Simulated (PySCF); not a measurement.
**Two-component Hartree-Fock for Yb(2+) (ytterbium, charge +2)**

Start: [Xe] 4f14. Calculated with PySCF 2.14 in x2c-TZVPPall-2c with one added diffuse shell each of s, p, d, f type (12s12p11d5f2g, 156 functions): generalised Hartree-Fock with the X2C-1e Hamiltonian and a Gaussian nucleus; spin-orbit coupling (SO) screened by Boettger's factors.

```tsv
spinor shell	electrons	ε, screened SO (eV)	weight of nominal j (screened SO)	rms radius, screened SO (bohr)
1s1/2	2	-61646.5	1.000	0.0223
2s1/2	2	-10586.6	1.000	0.0901
2p1/2	2	-10079.0	1.000	0.0768
2p3/2	4	-9026.6	1.000	0.0838
3s1/2	2	-2453.2	1.000	0.231
3p1/2	2	-2229.2	1.000	0.222
3p3/2	4	-2001.6	1.000	0.237
3d3/2	4	-1624.8	1.000	0.210
3d5/2	6	-1575.4	1.000	0.214
4s1/2	2	-521.83	1.000	0.519
4p1/2	2	-429.87	1.000	0.531
4p3/2	4	-377.84	1.000	0.563
4d3/2	4	-226.03	1.000	0.599
4d5/2	6	-216.15	1.000	0.611
5s1/2	2	-80.506	1.000	1.31
5p1/2	2	-52.868	1.000	1.48
4f5/2	6	-29.036	1.000	0.853
4f7/2	8	-27.419	1.000	0.876
```

**Question.** Where does 5p3/2 lie, and what is the 5p spin-orbit splitting (screened SO)?

**Answer.** At -46.348 eV, 6.520 eV above 5p1/2.

```
   quantity   screened SO
E (hartree)  -14061.68865
        M_J             0
       ⟨J²⟩         0.000
       ⟨L²⟩         0.105
       ⟨S²⟩         0.105
```

Breit and QED terms are absent; they matter most for the inner s and p1/2 levels.

Densities and radii are taken from the X2C orbitals without a picture-change correction, which distorts them close to the nucleus.
